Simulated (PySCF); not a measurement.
# Polarisability and C₆ of Sb (antimony, neutral)

[Kr] 4d10 5s2 5p3, high-spin 4S determinant. All numbers are calculated (PySCF 2.14, scalar relativity by spin-free X2C-1e, in x2c-QZVPPall with one added diffuse shell each of s, p, d, f type (14s10p8d5f1g, 128 functions)). Coupled (time-dependent) response in atomic units; α is the mean over directions.

| method | mean α (bohr³) | C₆ (like pair) | S(−4) |
| --- | --- | --- | --- |
| PBE0 | 45.67 | 503.0 | 593.8 |

S(−4) is the Cauchy moment in α(ω) = α(0) + S(−4) ω² + …

Reference α: 43 ± 2 bohr³ (recommended; Schwerdtfeger and Nagle, table of static dipole polarizabilities (2023 update)). Published C₆: 492.0 (Chu and Dalgarno (2004); Tang, Norbeck and Certain (1976)).

α(iu) at PBE0:

```json
{"u (hartree)": "0", "α(iu) (bohr³)": "45.67"}
{"u (hartree)": "0.0500", "α(iu) (bohr³)": "44.25"}
{"u (hartree)": "0.100", "α(iu) (bohr³)": "40.61"}
{"u (hartree)": "0.200", "α(iu) (bohr³)": "31.37"}
{"u (hartree)": "0.300", "α(iu) (bohr³)": "23.54"}
{"u (hartree)": "0.500", "α(iu) (bohr³)": "13.97"}
{"u (hartree)": "0.750", "α(iu) (bohr³)": "8.408"}
{"u (hartree)": "1.00", "α(iu) (bohr³)": "5.739"}
{"u (hartree)": "1.50", "α(iu) (bohr³)": "3.345"}
{"u (hartree)": "2.00", "α(iu) (bohr³)": "2.285"}
{"u (hartree)": "3.00", "α(iu) (bohr³)": "1.313"}
{"u (hartree)": "5.00", "α(iu) (bohr³)": "0.6147"}
```

A single London oscillator, α(iu) = α/(1 + u²/ω²), gives C₆ = (3/4) ω α². Matching the computed C₆ needs ω = 4 × 503.0 / (3 × 45.67²) = 0.322 hartree.
